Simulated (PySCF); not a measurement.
C₇H₉ (doublet state).
Cartesian coordinates in Å at the GFN2-xTB level; atoms count from 1:
```xyz
16
C7H9 angstrom
C      2.6387   -0.6866    1.5247
C      1.3890   -0.6874    1.0896
C      0.8157    0.3471    0.2026
C     -0.5017    0.9573    0.6500
C     -1.2608    0.5268   -0.3447
C     -2.6637    0.6072   -0.7977
C     -0.0625   -0.1678   -0.9796
H      3.3365    0.0844    1.2416
H      3.0140   -1.4525    2.1811
H      0.7018   -1.4670    1.3934
H      1.5658    1.0837   -0.0885
H     -2.7252    1.1320   -1.7520
H     -3.2684    1.1384   -0.0664
H     -3.0736   -0.3937   -0.9376
H      0.2300    0.2403   -1.9460
H     -0.1432   -1.2532   -1.0229
```

The hyperfine couplings belong to this conformer and change with its torsions.

Identity: `C=C[C@@H]1[C]=C(C)C1` [radical].

The calculation used UKS B3LYP, pcH-1 on C H, non-relativistic, mean-field spin-orbit, GIAO (PySCF 2.14.0). Geometry: GFN2-xTB, one conformer, isolated molecule. A GFN2-xTB geometry isn't a minimum of the functional, and hyperfine couplings can be far from their values at a DFT geometry. Stability of the SCF solution: not tested.

**Question.** Match the computed a_iso(13C) values +349.0, +94.7, +29.6, +10.7, +7.5, -1.9, +1.0 MHz with the sites C1; C2; C3; C4; C5; C6; C7.

**Answer.** 
| site | a_iso (MHz) | ρ(0) (bohr⁻³) | position | distance from C4 (Å) | spin population | largest \|T\| (MHz) |
| --- | --- | --- | --- | --- | --- | --- |
| C1 | +1.0 | +0.0009 | 3 bonds from C4 | 3.65 | +0.02 | 2.5 |
| C2 | -1.9 | -0.0017 | 2 bonds from C4 | 2.54 | -0.01 | 2.4 |
| C3 | +29.6 | +0.0263 | 1 bond from C4 | 1.52 | +0.05 | 25.8 |
| C4 | +349.0 | +0.3104 | largest spin population | 0.00 | +0.90 | 127.4 |
| C5 | +10.7 | +0.0095 | 1 bond from C4 | 1.32 | -0.08 | 27.5 |
| C6 | +7.5 | +0.0067 | 2 bonds from C4 | 2.63 | +0.01 | 2.4 |
| C7 | +94.7 | +0.0842 | 2 bonds from C4 | 2.03 | +0.09 | 16.2 |

ρ(0) is the spin density at the nucleus and T the dipolar tensor; entries for several nuclei are means. The Mulliken spin populations are largest on C4 (+0.90), C7 (+0.09) and C5 (-0.08). C4 is the only atom above +0.15. The positive populations add up to 1.10 and the negative ones to -0.10, together 2S = 1.

Examples of negative spin density at the nucleus (bohr⁻³): C2 (-0.0017).

Nuclei that the bonding pattern makes equivalent are averaged, as if the motion that swaps them (rotation, inversion, ring flip) were fast. The three 1H nuclei of mean -4.4 MHz run from -8.9 to 3.5 MHz in the frozen geometry.
